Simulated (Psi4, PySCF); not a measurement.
Approach curve of the dimer C4H4S ··· C4H4S (SMILES c1ccsc1 and c1ccsc1). Monomers: optimised at B3LYP-D3(BJ) (def2-TZVP), held rigid. Orientation: lowest of the rigid-body minima from ten starts at GFN2-xTB. The monomers approach along the line of their centres of mass (distance R); nothing else relaxes.

Computed with: RHF/6-31G* = restricted Hartree-Fock/6-31G*, spherical d, no counterpoise correction in PySCF; RKS-B3LYP/6-31G* = restricted B3LYP/6-31G*, spherical d, no counterpoise correction (PySCF); RHF/LANL2DZ = restricted Hartree-Fock/LANL2DZ, with its core potentials past Ne, no counterpoise correction in PySCF; SAPT0/jun-cc-pVDZ, frozen core (Psi4).

Interaction energies in kcal/mol; the last columns give the difference from SAPT0:

```
R / Å  RHF/6-31G*  RKS-B3LYP/6-31G*  RHF/LANL2DZ  SAPT0/jun-cc-pVDZ  RHF/6-31G* − SAPT0/jun-cc-pVDZ  RKS-B3LYP/6-31G* − SAPT0/jun-cc-pVDZ  RHF/LANL2DZ − SAPT0/jun-cc-pVDZ
-----  ----------  ----------------  -----------  -----------------  ------------------------------  ------------------------------------  -------------------------------
2.97        35.05             27.46        35.59              15.87                           19.18                                 11.59                            19.72
3.18        19.23             14.40        19.17               5.50                           13.73                                  8.91                            13.68
3.36        11.35              8.15        11.17               0.97                           10.38                                  7.18                            10.19
3.57         6.04              4.13         5.94              -1.43                            7.47                                  5.57                             7.37
3.76         3.35              2.23         3.41              -2.18                            5.53                                  4.40                             5.58
4.00         1.55              1.05         1.78              -2.23                            3.78                                  3.28                             4.00
4.24         0.72              0.57         1.01              -1.91                            2.64                                  2.48                             2.93
4.57         0.32              0.37         0.55              -1.39                            1.72                                  1.77                             1.94
5.06         0.24              0.32         0.28              -0.80                            1.04                                  1.12                             1.08
5.78         0.19              0.21         0.15              -0.34                            0.53                                  0.54                             0.49
6.77         0.10              0.09         0.08              -0.11                            0.21                                  0.20                             0.19
8.09         0.04              0.04         0.03              -0.03                            0.07                                  0.07                             0.06
```

RHF/6-31G* is furthest from SAPT0/jun-cc-pVDZ at 2.97 (19.18 kcal/mol, above); its mean absolute difference over the points is 5.52 kcal/mol.

RKS-B3LYP/6-31G* is furthest from SAPT0/jun-cc-pVDZ at 2.97 (11.59 kcal/mol, above); its mean absolute difference over the points is 3.92 kcal/mol.

RHF/LANL2DZ is furthest from SAPT0/jun-cc-pVDZ at 2.97 (19.72 kcal/mol, above); its mean absolute difference over the points is 5.60 kcal/mol.
